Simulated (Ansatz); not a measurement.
Bond stretch in Mg2, singlet.

Levels: RKS-PBE = restricted PBE/aug-cc-pVTZ (Ansatz, a first-principles code); UKS-PBE = Ansatz with unrestricted PBE/aug-cc-pVTZ; FCI = full CI/aug-cc-pVTZ, frozen core (Ansatz).

Energies relative to the lowest point of each curve near equilibrium, in kcal/mol; the last columns give the error against full CI:

```tsv
R / Å	RKS-PBE	UKS-PBE	FCI	RKS-PBE − FCI	UKS-PBE − FCI
2.70	9.0	9.0	11.2	-2.2	-2.2
2.90	3.9	3.9	5.7	-1.8	-1.8
3.06	1.7	1.7	3.2	-1.4	-1.4
3.27	0.4	0.4	1.3	-1.0	-1.0
3.43	0.0	0.0	0.6	-0.6	-0.6
3.49	0.0	0.0	0.4	-0.4	-0.4
3.60	0.0	0.0	0.2	-0.2	-0.2
3.71	0.2	0.2	0.1	0.1	0.1
3.83	0.4	0.4	0.0	0.4	0.4
3.98	0.7	0.7	0.0	0.7	0.7
4.24	1.3	1.3	0.1	1.2	1.2
4.52	1.8	1.8	0.2	1.6	1.6
4.80	2.2	2.2	0.4	1.8	1.8
5.36	2.8	2.8	0.7	2.1	2.1
5.94	3.0	3.0	0.9	2.1	2.1
6.38	3.2	3.2	1.0	2.1	2.1
7.09	3.2	3.2	1.1	2.1	2.1
7.85	3.3	3.3	1.2	2.1	2.1
8.84	3.3	3.3	1.2	2.1	2.1
9.85	3.3	3.3	1.2	2.1	2.1
10.88	3.3	3.3	1.2	2.1	2.1
```

RKS-PBE is furthest from FCI at 2.70 (-2.2 kcal/mol, below); its mean absolute error over the points is 1.4 kcal/mol.

UKS-PBE is furthest from FCI at 2.70 (-2.2 kcal/mol, below); its mean absolute error over the points is 1.4 kcal/mol.
